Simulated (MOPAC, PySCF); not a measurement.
H$_{8}$N$_{4}$Si, SMILES `N[Si](N)(N)N`, neutral singlet in the gas phase. 

Z-matrix (Å, degrees):
```
Si
N 1 1.7196
H 2 1.0072 1 120.58
H 2 1.0078 3 111.54 1 149.92
N 1 1.7196 2 113.07 3 71.29
H 5 1.0072 1 120.58 2 44.64
H 5 1.0078 6 111.54 1 -149.91
N 1 1.7196 2 102.50 3 -166.66
H 8 1.0072 1 120.58 2 -166.66
H 8 1.0078 9 111.54 1 149.92
N 1 1.7196 2 113.06 3 -44.61
H 11 1.0072 1 120.58 2 -71.28
H 11 1.0078 12 111.54 1 -149.91
```
Charge 0, multiplicity 1.

All levels are single points at this geometry (B3LYP-D3(BJ)/def2-TZVP); Pople sets use spherical d functions. Orbital energies aren't observables, and empty levels follow the basis.

PM7 in MOPAC gives HOMO (eV) = -8.88.

**Question.** Estimate the HOMO (eV) from each of these levels: B3LYP-D3(BJ)/def2-TZVP in PySCF; PBE-D3(BJ)/def2-TZVP in PySCF; B3LYP/LANL2DZ in PySCF; PBE/6-31G* in PySCF; HF/3-21G in PySCF.

**Answer.** 
```json
[
 {"level": "B3LYP-D3(BJ)/def2-TZVP in PySCF", "HOMO (eV)": "-6.41"},
 {"level": "PBE-D3(BJ)/def2-TZVP in PySCF", "HOMO (eV)": "-5.19"},
 {"level": "B3LYP/LANL2DZ in PySCF", "HOMO (eV)": "-6.16"},
 {"level": "PBE/6-31G* in PySCF", "HOMO (eV)": "-4.65"},
 {"level": "HF/3-21G in PySCF", "HOMO (eV)": "-9.88"}
]
```
